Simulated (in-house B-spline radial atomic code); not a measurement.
**BLYP excitations of O VII (O6+)**

Method: BLYP. Computed with a B-spline radial code for spherical atoms: linear response of the closed shell 1s2 with the functional's adiabatic kernel; scalar-relativistic (spin-free one-electron X2C), finite nucleus, no spin-orbit coupling, no double excitations, S, P, D and F terms only.

Command:
```bash
python run_td.py task.json out
```
Settings (radii: box in bohr, nucleus in fm):
```
Z                        8
electrons                2
configuration            1s2
hamiltonian              x2c
method                   b88,lyp
box_radius               14.35
rms_radius               2.6991
intervals                72
```

Cost of the run: 0.1 s on 1 thread of Intel(R) Xeon(R) Platinum 8488C (Sapphire Rapids), with other jobs on the host.

The lowest states, in the order of their Tamm-Dancoff energies; the method's threshold (minus the highest occupied level) is 692.98 eV. Labels give the largest channel, * marks a mixed state, and oscillator strengths are full-response dipole values. Semilocal kernels can invert the small singlet-triplet splittings of Rydberg terms. Energies in eV:

```json
{"state": "1s → 2s 3S", "full response": "536.27", "Tamm-Dancoff": "536.31", "oscillator strength": "-"}
{"state": "1s → 2p 3P", "full response": "545.90", "Tamm-Dancoff": "545.95", "oscillator strength": "-"}
{"state": "1s → 2s 1S", "full response": "548.26", "Tamm-Dancoff": "548.41", "oscillator strength": "-"}
{"state": "1s → 2p 1P", "full response": "555.62", "Tamm-Dancoff": "555.67", "oscillator strength": "0.609"}
{"state": "1s → 3s 3S", "full response": "?", "Tamm-Dancoff": "?", "oscillator strength": "-"}
{"state": "1s → 3s 1S", "full response": "633.34", "Tamm-Dancoff": "633.38", "oscillator strength": "-"}
{"state": "1s → 3p 3P", "full response": "633.73", "Tamm-Dancoff": "633.75", "oscillator strength": "-"}
{"state": "1s → 3d 3D", "full response": "633.91", "Tamm-Dancoff": "633.92", "oscillator strength": "-"}
{"state": "1s → 3d 1D", "full response": "635.24", "Tamm-Dancoff": "635.25", "oscillator strength": "-"}
{"state": "1s → 3p 1P", "full response": "635.52", "Tamm-Dancoff": "635.52", "oscillator strength": "0.128"}
{"state": "1s → 4s 3S", "full response": "659.30", "Tamm-Dancoff": "659.30", "oscillator strength": "-"}
{"state": "1s → 4s 1S", "full response": "660.24", "Tamm-Dancoff": "660.25", "oscillator strength": "-"}
{"state": "1s → 4p 3P", "full response": "660.39", "Tamm-Dancoff": "660.40", "oscillator strength": "-"}
{"state": "1s → 4d 3D", "full response": "660.49", "Tamm-Dancoff": "660.49", "oscillator strength": "-"}
{"state": "1s → 4d 1D", "full response": "661.06", "Tamm-Dancoff": "661.06", "oscillator strength": "-"}
{"state": "1s → 4p 1P", "full response": "661.10", "Tamm-Dancoff": "661.10", "oscillator strength": "0.0499"}
{"state": "1s → 4f 3F", "full response": "?", "Tamm-Dancoff": "?", "oscillator strength": "-"}
{"state": "1s → 4f 1F", "full response": "661.92", "Tamm-Dancoff": "661.92", "oscillator strength": "-"}
```

Question: Where does 1s → 4f 3F lie?

Answer: At 661.88 eV in full response, 661.88 eV in Tamm-Dancoff.

Question: Where does 1s → 3s 3S lie?

Answer: At 630.93 eV in full response, 630.94 eV in Tamm-Dancoff.

Question: How large is the singlet-triplet splitting of 1s → 2s (S terms) in Tamm-Dancoff?

Answer: 12.1 eV, from the unrounded values.

Question: What polarisabilities and dispersion coefficient does the method give?

Answer: Dipole 0.002709 bohr³, quadrupole 0.0001724 bohr⁵, C6 0.0001335 hartree·bohr⁶ for two such species.
